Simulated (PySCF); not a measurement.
Estimate the missing entries of this data sheet.

Species: C7H11FS2.
SMILES: `C=C(C)C1(F)CSCSC1`

```csv
property,level,value
point group of the GFN2-xTB geometry,GFN2-xTB,?
"rotational constants A, B, C of the GFN2-xTB geometry",GFN2-xTB,?
dipole moment,PBE0/pcSseg-1,?
HOMO energy,PBE0/pcSseg-1,?
LUMO energy,PBE0/pcSseg-1,?
13C chemical shifts (computed TMS as zero) by class,GIAO PBE0/pcSseg-1,"162.1 (1 C), 114.9 (1 C), 97.4 (1 C), 43.1 (2 C), 37.1 (1 C), 23.2 (1 C) ppm"
1H chemical shifts (computed TMS as zero) by class,GIAO PBE0/pcSseg-1,?
"isotropic shieldings of nuclei other than C and H, by class",GIAO PBE0/pcSseg-1,?
```

The electronic properties come from PySCF, for the isolated species, density fitting. NMR classes are plain means over equivalent atoms (diastereotopic ones count apart unless rotation or inversion swaps them), as if these changed places fast; in this geometry the members of some classes differ.

Task: The 1H chemical shifts (computed TMS as zero) by class?

Result: 6.23 (1 H), 5.05 (1 H), 3.97 (1 H), 3.97 (1 H), 3.16 (2 H), 3.04 (2 H), 1.96 (3 H) ppm.

Task: The point group of the GFN2-xTB geometry?

Result: C1.

Task: The LUMO energy?

Result: -0.20 eV.

Task: What is the HOMO energy?

Result: -6.46 eV.

Task: What is the dipole moment?

Result: 1.27 D.

Task: What are the rotational constants A, B, C of the GFN2-xTB geometry?

Result: 1.552, 0.809, 0.639 GHz.

Task: Give the isotropic shieldings of nuclei other than C and H, by class.

Result: 356 (1 F), 560 (2 S) ppm.

A dipole of 1.27 D is allowed in C1, and pure rotational transitions are dipole-allowed. The dipole equals about 4.2 × 10⁻³⁰ C·m (1 D = 3.33564 × 10⁻³⁰ C·m). With B = h/(8π²I), that is 505.379 GHz u Å² over I, the principal moments of inertia are 325.6, 624.8 and 790.7 u Å² (most abundant isotopes); the inertial defect Ic − Ia − Ib is -159.7 u Å² (zero for a rigid planar frame, negative otherwise). The rotational constants make it an asymmetric top with κ = (2B − A − C)/(A − C) = -0.63, nearer the prolate limit (−1).

For the NMR shielding job (PBE0/pcSseg-1), time: 53 s wall. Hardware: Arm Neoverse V1, one thread, shared host.

One conformer stands for the species.
